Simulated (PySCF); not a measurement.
Spectra and structures to be paired. Theory: TDDFT CAM-B3LYP/def2-SVPD, vertical, gas phase, core orbitals frozen in the response in PySCF. Geometries: GFN2-xTB; one conformer of each isolated species. Triplets are in the Tamm–Dancoff approximation. Ions are computed without counter-ions or solvent.

A. `OCCC` (C3H8O)
B. `Cc1coc[n+]1C=O` ([C5H6NO2]+)
C. `O=C=CC(F)=C(F)F` (C4HF3O)
D. `O=C(/C(=N\[H])CC#C[SiH3])O` (C5H7NO2Si)
E. `C([C@H](O[SiH2]C#N)C=O)=C` (C5H7NO2Si)

Lowest singlet levels (six at most, fewer where fewer were computed) with oscillator strengths:

1. 272 nm (f 0.000); 246 nm (f 0.066); 175 nm (f 0.013); 168 nm (f 0.001); 166 nm (f 0.320); 155 nm (f 0.004); T1 3.66 eV
2. 178 nm (f 0.007); 153 nm (f 0.013); 145 nm (f 0.011); 145 nm (f 0.015); 141 nm (f 0.053); 135 nm (f 0.016); T1 6.67 eV
3. 375 nm (f 0.000); 216 nm (f 0.000); 196 nm (f 0.693); 195 nm (f 0.006); 187 nm (f 0.000); 185 nm (f 0.010); T1 2.99 eV
4. 297 nm (f 0.004); 229 nm (f 0.000); 220 nm (f 0.037); 214 nm (f 0.005); 198 nm (f 0.000); 191 nm (f 0.005); T1 3.50 eV
5. 276 nm (f 0.004); 197 nm (f 0.039); 184 nm (f 0.071); 178 nm (f 0.002); 173 nm (f 0.012); 170 nm (f 0.021); T1 3.91 eV

Question: Which spectrum belongs to which structure?

Answer: 1 = B, 2 = A, 3 = C, 4 = D, 5 = E.
- A: S1 at 6.98 eV, HOMO→LUMO (77%), HOMO→LUMO+1 (18%); Löwdin shares by element: HOMO oxygen 59%, carbon 25% or more, hydrogen 7% or more; LUMO carbon 28% or more, oxygen 21%, hydrogen 14% or more (atoms not listed hold the other 37%); HOMO -9.33 and LUMO 1.29 eV.
- B: S1 at 4.56 eV, HOMO-1→LUMO (87%); Löwdin shares by element: HOMO carbon 70% or more, oxygen 8% or more (atoms not listed hold the other 22%); LUMO carbon 43% or more, oxygen 15% or more, nitrogen 15% (atoms not listed hold the other 27%); HOMO -14.42 and LUMO -6.40 eV; point group Cs, 1 of its 6 listed states under f = 0.0005.
- C: S1 at 3.30 eV, HOMO→LUMO (91%); Löwdin shares by element: HOMO carbon 69% (atoms not listed hold the other 31%); LUMO carbon 52% or more, oxygen 31%, hydrogen 7%; HOMO -8.03 and LUMO -0.60 eV; point group Cs, 3 of its 6 listed states under f = 0.0005.
- D: S1 at 4.17 eV, HOMO→LUMO (54%), HOMO-2→LUMO (40%); Löwdin shares by element: HOMO carbon 46% or more, nitrogen 18%, oxygen 6% or more (atoms not listed hold the other 29%); LUMO carbon 40% or more, nitrogen 26%, oxygen 17% or more (atoms not listed hold the other 17%); HOMO -9.08 and LUMO -0.90 eV.
- E: S1 at 4.50 eV, HOMO→LUMO (64%), HOMO-1→LUMO (20%); Löwdin shares by element: HOMO carbon 48% or more, oxygen 20% or more (atoms not listed hold the other 32%); LUMO carbon 50% or more, oxygen 29% or more (atoms not listed hold the other 21%); HOMO -9.49 and LUMO -0.67 eV.
B and E have S1 within 0.07 eV of each other; their strongest listed levels stand at 7.48 eV (f 0.320) and 6.75 eV (f 0.071).
